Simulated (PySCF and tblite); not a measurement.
3 regioisomers of C₈H₇NO:

```
isomer                                                          SMILES
     A  [CH3:1][O:2][c:3]1[cH:4][cH:5][cH:6][c:7]([C:8]#[N:9])[cH:10]1
     B  [CH3:1][O:2][c:3]1[cH:4][cH:5][c:6]([C:7]#[N:8])[cH:9][cH:10]1
     C    [CH3:1][O:2][c:3]1[cH:4][cH:5][cH:6][cH:7][c:8]1[C:9]#[N:10]
```

Each isomer is a Boltzmann average at 298.15 K over at most 3 conformers: GFN2-xTB geometries, energies PBE0/pcSseg-1 (D3(BJ) added where defined), GIAO shieldings PBE0/pcSseg-1, GFN2-xTB thermal terms. Programs: PySCF with density fitting and tblite.

(1) What shifts does each isomer give (ppm)?

Unscaled ¹⁵N shifts at such levels can be off by tens of ppm; differences between conformers or isomers are more reliable. Shifts are unscaled: against experiment ¹³C can be off by 15 ppm or more and ¹H by 0.8 ppm. The search found a single conformer for at least one isomer; other rotamers may be missing.

## Answers

(1) 
A: ¹H (against TMS): 7.67 (H5, 1H), 7.53 (H6, 1H), 7.28 (H4, 1H), 7.23 (H10, 1H), 3.97 (H1, 3H). ¹³C (against TMS): 166.9 (C3), 135.6 (C5), 131.3 (C6), 124.6 (C8), 124.3 (C4), 121.8 (C10), 118.6 (C7), 56.0 (C1). ¹⁵N (against NH3): 315.0 (N9).

B: ¹H (against TMS): 7.91 (H5/H9, 2H), 7.07 (H4/H10, 2H), 3.98 (H1, 3H). ¹³C (against TMS): 169.4 (C3), 141.5 (C5/C9), 124.5 (C7), 118.8 (C4/C10), 108.8 (C6), 56.1 (C1). ¹⁵N (against NH3): 313.1 (N8).

C: ¹H (against TMS): 7.89 (H7, 1H), 7.73 (H5, 1H), 7.25 (H6, 1H), 6.85 (H4, 1H), 4.08 (H1, 3H). ¹³C (against TMS): 169.8 (C3), 142.3 (C7), 138.7 (C5), 125.3 (C6), 121.5 (C9), 113.4 (C4), 107.1 (C8), 56.1 (C1). ¹⁵N (against NH3): 324.2 (N10).


¹⁵N shifts are against a computed isolated NH3 molecule, about 20 ppm from the liquid.